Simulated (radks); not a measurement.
The numbers below are computed, except where a source is named.
Tc31+, configuration [Ne] 3s2 (the NIST ground configuration).

Level of theory: Dirac Kohn-Sham, exchange-only PBE, spin-unpolarised, spherical densities, finite nucleus; Fermi nuclear charge, rms radius 4.4112 fm (a radial shooting solver on a logarithmic mesh with Libxc functionals).

Energy parts (hartree):
total: -3546.85117
kinetic: 3708.17474
electron-nucleus: -7677.45818
Hartree: 498.25462
exchange: -75.82236

Orbitals (lengths in bohr, moments of r in powers of bohr; <r^-3> diverges for s and p1/2; r(max) is where P^2 peaks; r(90%) holds 90 % of the orbital's charge):
orbital  occ.  eigenvalue (hartree)  <r^-3>  <1/r>   r(max)  r(90%)  small-component weight
1s1/2       2             -828.6925       -  44.73  0.02228  0.0614                2.47e-02
2s1/2       2             -168.0972       -  10.38   0.1253   0.226                5.25e-03
2p1/2       2             -160.3788       -  10.33  0.09718   0.203                5.23e-03
2p3/2       4             -155.8719    2686  9.822   0.1010   0.209                5.06e-03
3s1/2       2             -66.46127       -  4.189   0.3391   0.519                1.96e-03

The highest occupied level is 3s1/2 at -1808.5 eV. The density falls to 0.001 e/bohr^3 at r = 0.91 bohr. The electron density at the nucleus is 1.01e+05 e/bohr^3. For comparison, the ionisation energy in NIST's Atomic Spectra Database is 1838 eV (semi-empirical). In exact Kohn-Sham theory the highest level is minus the ionisation energy, but local and semilocal functionals leave it too shallow, through self-interaction and a potential that decays too fast; potentials with the right tail come closer. Summed over all electrons, <r^2> = 0.4637 bohr^2, which gives a Langevin (diamagnetic) susceptibility term of -0.367 x 10^-6 cm^3/mol.
